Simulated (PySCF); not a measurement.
PySCF input for Sn(F)(Cl)2(OH) (Cl2FHOSn), SMILES [Cl][Sn]([OH])([F])[Cl], C-PCM-PBE0/def2-SVP. The structure is a stationary point at B3LYP-D3(BJ)/def2-SVP. The structure was generated by enumeration; whether it is a known compound was not checked. The def2 effective core potentials stand for the cores of Sn; spin–orbit coupling is left out. Other conformers were not sampled.

```python
import numpy as np
from pyscf import gto, scf, dft
from pyscf.solvent import pcm

mol = gto.M(
    atom='''
    O     1.43943792    1.56855780   -0.00000000
    Sn    0.00140467    0.22666913   -0.00000001
    F    -1.65393806    1.22429388   -0.00000001
    Cl    0.06589814   -1.09889757    1.91230834
    Cl    0.06589815   -1.09889759   -1.91230832
    H     1.05916882    2.46195357   -0.00000001
    ''',
    basis='def2-SVP',
    ecp={'Sn': 'def2-svp'},
    charge=0,
    spin=0,
    max_memory=1600,
    verbose=3,
)
mf = dft.RKS(mol, xc='pbe0').density_fit(auxbasis='def2-universal-jkfit')
mf.grids.level = 3
mf.conv_tol = 1e-9
mf.max_cycle = 100
mf.kernel()
res = {}
for name, eps in {'water': 78.355, 'chlorobenzene': 5.6968, '1-octanol': 9.8629}.items():
    s = mf.PCM()
    s.with_solvent.method, s.with_solvent.eps, s.with_solvent.lebedev_order = 'C-PCM', eps, 29
    s.kernel(mf.make_rdm1())
    res[name] = (s.e_tot, eps, s.dip_moment(), s.mo_energy, s.converged)
    print(f'{name}: electrostatic solvation free energy {(s.e_tot - mf.e_tot) * 627.509474:.3f} kcal/mol')
```

Output:

```
converged SCF energy = -1309.58691648082

WARN: PCM is an experimental feature. It is still in testing.
Features and APIs may be changed in the future.

converged SCF energy = -1309.59665773689
Dipole moment(X, Y, Z, Debye):  0.57972,  1.27390, -0.00000
water: electrostatic solvation free energy -6.113 kcal/mol

WARN: PCM is an experimental feature. It is still in testing.
Features and APIs may be changed in the future.

converged SCF energy = -1309.59494503577
Dipole moment(X, Y, Z, Debye):  0.56615,  1.21313, -0.00000
chlorobenzene: electrostatic solvation free energy -5.038 kcal/mol

WARN: PCM is an experimental feature. It is still in testing.
Features and APIs may be changed in the future.

converged SCF energy = -1309.59571950061
Dipole moment(X, Y, Z, Debye):  0.57224,  1.24025, -0.00000
1-octanol: electrostatic solvation free energy -5.524 kcal/mol
```

Self-consistency was reached.

Cost: around 50 core-seconds (rough).
